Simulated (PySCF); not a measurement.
## Zn²⁺: ionisation energy

Zn²⁺ [Ar] 3d10 (1S) → Zn³⁺ [Ar] 3d9 (2D), as a difference of total energies. Computed with PySCF 2.14 in dyall-av2z, with the non-relativistic Hamiltonian (point nucleus). Correlated levels: valence: [Ar] frozen; virtual orbitals above 40 to 60 times the deepest correlated orbital energy dropped. The calculations carry no spin-orbit coupling.

```csv
method,ionisation energy (eV)
UHF,37.354
LDA,41.096
PBE,40.455
r2SCAN,39.991
r2SCAN0,39.679
CAM-B3LYP,40.239
B2PLYP,39.995
MP2 (valence),40.100
SCS-MP2 (valence),39.767
```

Task: Estimate what PBEsol gives.

Result: 40.528 eV, closest to PBE among the rows shown.

Task: Estimate what PBE0 gives.

Result: 39.979 eV, closest to r2SCAN among the rows shown.

A first-order spin-orbit estimate (lowest level to lowest level, LS coupling) adds -0.139 eV.

These non-relativistic numbers lack the scalar-relativistic shift.

Errors of the correlated levels include the incompleteness of this basis and the frozen core.

For comparison: 39.723 eV (measured; NIST Atomic Spectra Database, ionization energies).
